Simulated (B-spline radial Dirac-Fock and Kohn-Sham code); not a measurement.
# Dipole and non-dipole photoemission parameters of Bi⁺ 3d5/2

System: the Bi⁺ ion, configuration [Xe] 4f14 5d10 6s2 6p2; threshold 2593.9 eV (orbital energy of the model). Model: Dirac-Hartree-Slater photoionisation with a Latter tail; cross sections with all multipoles, angular parameters from the dipole term and its interference with E2. Program: a radial atomic solver.

```tsv
hν (eV)	σ (kb)	β	γ	δ
2950	315	0.653	-0.214	-0.029
3420	212	0.949	-0.254	0.001
3610	183	1.017	-0.222	0.013
4000	137	1.110	-0.126	0.034
4840	?	?	?	?
5414.7	56.3	1.227	0.288	0.080
6540	31.5	1.235	0.585	0.106
7670	19.0	1.218	0.841	0.129
8940	11.5	1.187	1.085	0.153
9150	10.7	1.182	1.121	0.157
11300	5.29	1.121	1.449	0.198
13600	2.80	1.058	1.731	0.241
15000	1.98	1.021	1.873	0.267
```

Question: Give the values at 4840 eV.

Answer: σ = 78.7 kb, β = 1.202, γ = 0.122, δ = 0.065.

Values without a named source are computed, but for edge energies of neutral atoms, which are taken from tables.
